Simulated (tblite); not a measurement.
Species: C2H9B2NO.
Numbering: `[BH:1]1[CH2:2][NH2+:3][BH2-:4][O:5][CH2:6]1` (hydrogens: H7 on B1; H8, H9 on C2; H10, H11 on N3; H12, H13 on B4; H14, H15 on C6)

Computed with GFN2-xTB (tblite), gas phase: L-BFGS steps from a force-field or distance-geometry start until the largest atomic force falls under 0.01 eV/Å.

Geometry at step 2:
```
atom  x, y, z in Å
B1      1.1922    0.6897   -0.2012
C2     -0.2312    1.3283    0.0920
N3     -1.2724    0.3574   -0.2884
B4     -0.7846   -1.2071   -0.2181
O5      0.2850   -1.4128    0.7221
C6      1.4612   -0.6408    0.5692
H7      1.8799    1.1243   -1.0344
H8     -0.3005    1.4892    1.1698
H9     -0.4303    2.2427   -0.4704
H10    -2.0599    0.3958    0.3336
H11    -1.5118    0.5071   -1.2558
H12    -0.5573   -1.4836   -1.3532
H13    -1.7315   -1.7704    0.1699
H14     2.2937   -1.2293    0.1445
H15     1.7632   -0.3825    1.5984
```

Problem. What forces act on the atoms?

Solution. 
```
atom  Fx (eV/Å)  Fy (eV/Å)  Fz (eV/Å)
  B1      0.064     -0.019     -0.313
  C2      0.082      0.032     -0.210
  N3      0.392      0.078      0.264
  B4      0.150     -0.745     -0.079
  O5     -0.021      0.288      0.096
  C6      0.008      0.035     -0.071
  H7      0.233      0.129      0.075
  H8     -0.106      0.268     -0.082
  H9      0.061      0.319      0.377
 H10     -0.461      0.288     -0.054
 H11     -0.389      0.012     -0.040
 H12      0.440      0.022     -0.373
 H13     -0.433     -0.477      0.303
 H14     -0.232     -0.183      0.083
 H15      0.211     -0.046      0.024
```

The largest, 0.76 eV/Å, acts on B4; the rms over all components is 0.254 eV/Å. The forces sum to zero within rounding, as they must for an isolated molecule in no field.

Problem. Give the force on B4 in Eh/bohr and in nN.

Solution. 0.764 eV/Å ÷ 51.422 = 0.01486 Eh/bohr, and 0.764 eV/Å × 1.602 = 1.22 nN.

Problem. How far is this geometry from the end of the optimisation?

Solution. 0.490 eV above it, and 0.697 Å rms away after alignment. The bonds farthest from their final lengths, with half the difference of the two atoms' forces along the bond (positive lengthens):

| bond | now (Å) | final (Å) | force along bond (eV/Å) |
| --- | --- | --- | --- |
| N3–B4 | 1.640 | 1.706 | +0.35 |
| B4–H13 | 1.168 | 1.187 | +0.24 |
| N3–H10 | 1.004 | 1.015 | +0.24 |
| B4–H12 | 1.190 | 1.200 | +0.08 |
| O5–C6 | 1.415 | 1.407 | -0.05 |
| N3–H11 | 1.008 | 1.015 | +0.23 |

The angle farthest from its final value is N3–B4–O5, 112.7° against 103.2°.

Of the 4 listed bonds off by 0.010 Å or more, this force points towards the final length in 4.

What follows is the cost of the whole relaxation. Time: 0.47 s of wall time. Hardware: an Arm Neoverse V1 with one thread, shared host.
